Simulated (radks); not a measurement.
The numbers below are computed, except where a source is named.
Neutral beryllium inside a hard spherical wall (all orbitals vanish at R), configuration held at [He] 2s2 and not refilled when levels cross. Level of theory: scalar-relativistic Kohn-Sham, LDA (Slater exchange, VWN5 correlation), spin-polarised, spherical densities, finite nucleus; Fermi nuclear charge, rms radius 2.519 fm (a radial shooting solver on a logarithmic mesh with Libxc functionals). Eigenvalues in eV for spin up, with the zero of energy where the potential of the charges vanishes at infinity; a dash marks a level that is unbound or too diffuse for the functional's potential to be trusted. A positive occupied level is held by the wall or, in an anion where self-interaction has pushed it up, behind a barrier. The pressure on the wall is -dE/dV.

R (bohr)  E (hartree)  kinetic (hartree)    e(1s)   e(2s)  e(2p, empty)  e(3s, empty)  pressure (GPa)
free        -14.45004             14.317  -104.96  -5.599        -2.099        -0.034               0
12          -14.45003             14.318  -104.95  -5.598        -2.093         0.688        0.000236
10          -14.44990             14.319  -104.93  -5.586        -2.063         1.399         0.00415
7           -14.44447             14.358  -104.51  -5.306        -1.623         5.199           0.318
6           -14.43181             14.426  -103.85  -4.841        -1.000         8.815            1.40
5           -14.39093             14.602  -102.39  -3.677         0.415        15.892            6.52
3.5         -14.08916             15.536  -96.642   2.624         6.920        45.497            86.9
3           -13.76001             16.382  -92.713   8.547        12.262        69.334             240
2.5         -13.06200             17.997  -86.669  20.279        21.792        111.87             763
2           -11.41758             21.417  -76.776  46.459        40.605        196.05            2970
